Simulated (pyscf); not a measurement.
PySCF, gas phase, ωB97X-D3(BJ)/def2-SVP geometries. Correlated levels are frozen-core, on RHF or UHF. ΔMP2 is the change of the MP2 total energy from the triple- to the quadruple-zeta basis.

**Question.** Estimate by transition-state theory (the high-pressure limit) the rate constant of C₂H₄Cl+ (SMILES C1C[Cl+]1) → H₃C–CH⁺–Cl (SMILES C[CH+]Cl) (singlet surface; C–Cl, C–H broken, C–H formed) at 600 K, with CCSD(T)/def2-TZVPP + ΔMP2(QZVPP) energies (ideal gas, 1 atm, RRHO with modes under 100 cm⁻¹ raised to 100, one conformer, R ln 2 for rigid chiral ones; no tunnelling).

**Answer.** The electronic barrier is 29.0 kcal/mol and the thermal terms add -4.0, so ΔG‡ = 24.9 kcal/mol. With k_BT/h = 1.25e+13 s⁻¹ and RT = 1.192 kcal/mol, k = 1.0e+04 s⁻¹; so small a molecule is far into fall-off at 1 atm, where the true rate is lower. Wigner's tunnelling factor for 454i cm⁻¹ would be 1.05. A shift of 1 kcal/mol in the barrier changes k by a factor 2.3. This is the saddle that the search found; another between the same sides may lie lower. The CCSD(T) − MP2 part came from Ansatz, without density fitting, on the same reference.
